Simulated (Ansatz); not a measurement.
Consider the ligand exchange at a B–C bond: `C=C(Br)BC` + `BS` → `BSBC` + `C=CBr`.

Gas-phase electronic energies from Ansatz, PBE0-D4/def2-TZVP geometries. CBS: MP2 limit from def2 TZ/QZ plus the TZ coupled-cluster correction, frozen cores. This one scheme is used for every species. DFT in def2-TZVPP. B3LYP here is the variant with VWN-RPA as its local correlation; programs differ in this. HSE06 is defined as in plane-wave codes. For Br outer-core shells are correlated without core-valence functions, which leaves a few kJ/mol of doubt a bond. Scalar relativity is left out up to krypton. One conformer a species, not always the lowest.

| level | ΔE (kJ/mol) | difference from CCSD(T)/CBS |
| --- | --- | --- |
| LDA (SPW92) | -28.7 | 5.4 |
| revPBE-D4 | -32.5 | 1.6 |
| BLYP-D4 | -29.2 | 4.9 |
| PBE0-D4 | -34.6 | -0.5 |
| r2SCANh-D4 | -34.0 | 0.1 |
| r2SCAN0-D4 | -34.9 | -0.8 |
| ωB97M-V | -32.2 | 1.9 |
| revPBE | -37.5 | -3.4 |
| B3LYP | -34.5 | -0.4 |
| HSE06 | -36.4 | -2.3 |
| CAM-B3LYP | -33.7 | 0.4 |
| CCSD(T)/def2-SVP | -33.1 | 1.0 |
| HF/def2-TZVPP | -38.1 | -4.0 |
| MP2/def2-TZVPP | -35.8 | -1.7 |
| HF/def2-QZVPP | -38.4 | -4.3 |
| MP2/CBS(def2) | -36.3 | -2.2 |
| CCSD(T)/CBS | -34.1 | 0 |

Largest T1 diagnostic among the species: 0.015.

Leaving LDA and LC-ωPBE aside and taking each functional with its dispersion term where it has one, the values, not all of them listed here, spread over 7.7 kJ/mol, from PBE-QIDH to BLYP-D4. LDA lies +6.2 kJ/mol from PBE without D4. The D4 term adds +3.4 kJ/mol with B3LYP and +1.9 kJ/mol with PBE0; it sums over pairs of atoms, weighted by their polarisabilities, and B3LYP, whose exchange is more repulsive, gets the larger term.
